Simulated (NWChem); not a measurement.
Molecule: SiH3F; SMILES F[SiH3]

```xyz
5

Si     0.0000     0.0000    -0.4569
F      0.0000     0.0000     1.1819
H      1.0052     1.0052    -0.9391
H      0.3679    -1.3731    -0.9391
H     -1.3731     0.3679    -0.9391
```
Atoms are numbered in this order, from 1.

Program: NWChem. Pople sets run with spherical d functions. Coordinates come from a PBE-D3(BJ)/def2-SVP optimisation. Static field.

| level | basis functions | isotropic polarisability (bohr³) | anisotropy (bohr³) |
|---|---|---|---|
| PBE/6-31G* | 38 | … | 2.8 |
| PBE/6-31+G* | 46 | 25.0 | 3.5 |
| PBE/def2-SVP | 47 | 24.2 | 4.2 |
| PBE/def2-SVPD | 71 | 30.4 | 1.8 |
| PBE/def2-TZVP | 86 | 27.7 | 2.8 |
| PBE/aug-cc-pVDZ | 77 | 30.8 | 1.9 |
| PBE/Sadlej pVTZ | 83 | 31.0 | 2.3 |
| PBE/def2-TZVPD | 110 | 30.8 | 2.2 |
| PBE/aug-cc-pVTZ | 165 | 31.0 | 2.2 |

**Question.** Complete the blanks.

**Answer.** 
- PBE/6-31G*, isotropic polarisability (bohr³): 21.7
